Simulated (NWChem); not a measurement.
System: C3H3BO3; SMILES C=C1B(O)OC1=O

Here is an NWChem input.

```
start job
memory heap 200 mb stack 900 mb global 1100 mb
geometry units angstroms noautoz
  C     -2.056454     0.671273     0.000000
  C     -0.809891     0.198820     0.000000
  B      0.130197    -1.049545     0.000000
  O      0.042554    -2.389010     0.000000
  O      1.294601    -0.251068     0.000000
  C      0.499413     0.936072     0.000000
  O      0.910012     2.056156     0.000000
  H     -2.253321     1.741667     0.000000
  H     -2.919238     0.010099     0.000000
  H      0.913115    -2.817850     0.000000
end
basis spherical
  * library def2-tzvp
end
dft
  xc becke88 lyp
  iterations 150
  semidirect filesize 400000000
  mulliken
end
task dft energy
```

Parts of the log:

```
             Northwest Computational Chemistry Package (NWChem) 7.3.0
             --------------------------------------------------------

 CS  symmetry detected

                             Geometry "geometry" -> ""
                             -------------------------

 Output coordinates in angstroms (scale by  1.889725989 to convert to a.u.)

  No.       Tag          Charge          X              Y              Z
 ---- ---------------- ---------- -------------- -------------- --------------
    1 C                    6.0000    -2.07648062     0.62096573     0.00000000
    2 C                    6.0000    -0.81816365     0.18077309     0.00000000
    3 B                    5.0000     0.15376260    -1.04296707     0.00000000
    4 O                    8.0000     0.10064490    -2.38424493     0.00000000
    5 O                    8.0000     1.29721662    -0.21476716     0.00000000
    6 C                    6.0000     0.47171908     0.95150002     0.00000000
    7 O                    8.0000     0.85333554     2.08178697     0.00000000
    8 H                    1.0000    -2.30084897     1.68593464     0.00000000
    9 H                    1.0000    -2.92195075    -0.06220888     0.00000000
   10 H                    1.0000     0.98196138    -2.79052249     0.00000000

 Effective nuclear repulsion energy (a.u.)     260.7230735209

      Symmetry information
      --------------------

 Group name             Cs
 Group number              2
 Group order               2
 No. of unique centers    10

                                 NWChem DFT Module
                                 -----------------

 Summary of "ao basis" -> "ao basis" (spherical)
 ------------------------------------------------------------------------------
       Tag                 Description            Shells   Functions and Types
 ---------------- ------------------------------  ------  ---------------------
 C                         def2-tzvp                11       31   5s3p2d1f
 B                         def2-tzvp                11       31   5s3p2d1f
 O                         def2-tzvp                11       31   5s3p2d1f
 H                         def2-tzvp                 4        6   3s1p

      Symmetry analysis of basis
      --------------------------

        a'        162
        a"         73

            General Information
            -------------------
          SCF calculation type: DFT
          Wavefunction type:  closed shell.
          No. of atoms     :    10
          No. of electrons :    50
           Alpha electrons :    25
            Beta electrons :    25
          Charge           :     0
          Spin multiplicity:     1
          Use of symmetry is: on ; symmetry adaption is: on
          Maximum number of iterations: 150
          AO basis - number of functions:   235
                     number of shells:    89
          Convergence on energy requested:  1.00D-06
          Convergence on density requested:  1.00D-05
          Convergence on gradient requested:  5.00D-04

              XC Information
              --------------
                    Becke 1988 Exchange Functional  1.000
              Lee-Yang-Parr Correlation Functional  1.000

             Grid Information
             ----------------
          Grid used for XC integration:  medium
          Radial quadrature: Mura-Knowles
          Angular quadrature: Lebedev.
          Tag              B.-S. Rad. Rad. Pts. Rad. Cut. Ang. Pts.
          ---              ---------- --------- --------- ---------
          C                   0.70       49          12.0       434
          B                   0.85       49          11.0       434
          O                   0.60       49          12.0       434
          H                   0.35       45          13.0       434
          Grid pruning is: on
          Number of quadrature shells:   478
          Spatial weights used:  Erf1

      Superposition of Atomic Density Guess
      -------------------------------------

 Sum of atomic energies:        -363.40104679

      Non-variational initial energy
      ------------------------------

 Total energy =    -366.896987
 1-e energy   =   -1012.222308
 2-e energy   =     384.602248
 HOMO         =      -0.350940
 LUMO         =      -0.078128

      Symmetry analysis of molecular orbitals - initial
      -------------------------------------------------

  Numbering of irreducible representations:

     1 a'          2 a"

  Orbital symmetries:

     1 a'          2 a'          3 a'          4 a'          5 a'
     6 a'          7 a'          8 a'          9 a'         10 a'
    11 a'         12 a'         13 a'         14 a'         15 a'
    16 a'         17 a"         18 a'         19 a'         20 a"
    21 a'         22 a"         23 a'         24 a"         25 a'
    26 a"         27 a'         28 a"         29 a'         30 a'
    31 a'         32 a"         33 a'         34 a'         35 a'

------------------------------------------------------------
EAF file 0: "./job.aoints.0" size=755499008 bytes
------------------------------------------------------------
               write      read    awrite     aread      wait
               -----      ----    ------     -----      ----
     calls:     1441         0         0         0         0
   data(b): 7.55e+08  0.00e+00  0.00e+00  0.00e+00
   time(s): 0.00e+00  0.00e+00  0.00e+00  0.00e+00  0.00e+00
rate(mb/s): 0.00e+00  0.00e+00
------------------------------------------------------------

     ---------------------------------------------
      Total Density - Mulliken Population Analysis
     ---------------------------------------------

[...]
```

Level: BLYP/def2-TZVP. The geometry was optimised at B3LYP/6-31G* (spherical d).
